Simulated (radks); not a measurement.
Species: Au13+. Configuration: [Kr] 4d10 4f14 5s2 5p4 (the NIST ground configuration).

All-electron calculation, scalar-relativistic Kohn-Sham, r2SCAN, spin-polarised, spherical densities, finite nucleus; open shells are filled with parallel spins first (spin-orbit coupling, left out, can overturn this in heavy ions); meta-GGA in the generalised Kohn-Sham scheme; Fermi nuclear charge, rms radius 5.4371 fm. Program: a radial shooting solver on a logarithmic mesh with Libxc functionals.

Energy parts (eV):
total: -515850.75
kinetic: 577066.34
electron-nucleus: -1266491.73
Hartree: 183197.74
exchange-correlation: -9623.10

Orbitals (lengths in bohr, moments of r in powers of bohr):
orbital,occ.,eigenvalue (eV),<r>,<1/r>
1s up,1,-81102.81,0.01687,95.71
1s down,1,-81102.27,0.01687,95.71
2s up,1,-14550.38,0.07111,22.46
2s down,1,-14550.27,0.07111,22.46
2p up,3,-12613.76,0.06424,19.98
2p down,3,-12613.43,0.06424,19.97
3s up,1,-3638.210,0.1836,8.341
3s down,1,-3638.049,0.1836,8.340
3p up,3,-3073.865,0.1849,7.604
3p down,3,-3073.626,0.1849,7.604
3d up,5,-2469.694,0.1676,7.147
3d down,5,-2469.419,0.1676,7.147
4s up,1,-991.7071,0.4065,3.569
4s down,1,-991.1683,0.4065,3.567
4p up,3,-805.5398,0.4323,3.228
4p down,3,-805.0168,0.4322,3.228
4d up,5,-580.6974,0.4561,2.897
4d down,5,-580.0670,0.4556,2.899
5s up,1,-346.8576,0.8740,1.555
5s down,1,-341.9655,0.8717,1.563
4f up,7,-330.7816,0.4858,2.501
4f down,7,-329.9082,0.4838,2.508
5p up,3,-290.6071,0.9588,1.392
5p down,1,-285.7707,0.9598,1.392
5d up,0,-219.3696,1.094,1.199
5d down,0,-215.5834,1.104,1.187
6s up,0,-169.2774,1.600,0.8532
6s down,0,-169.2243,1.612,0.8406

The highest occupied level is 5p down at -285.77 eV. For comparison, the ionisation energy in NIST's Atomic Spectra Database is 299 eV (theoretical). In exact Kohn-Sham theory the highest level is minus the ionisation energy, but local and semilocal functionals leave it too shallow, through self-interaction and a potential that decays too fast; potentials with the right tail come closer. The electron density at the nucleus is 2.301e+06 e/bohr^3 (large components only). Spin moment in Bohr magnetons: 2. The spin density at the nucleus is -15.40 e/bohr^3 (1s -8.30, 2s 3.43, 3s 6.25, 4s 7.91, 5s -24.68). The density falls to 0.001 e/bohr^3 at r = 2.05 bohr. Summed over all electrons, <r^2> = 14.45 bohr^2, which gives a Langevin (diamagnetic) susceptibility term of -11.4 x 10^-6 cm^3/mol.
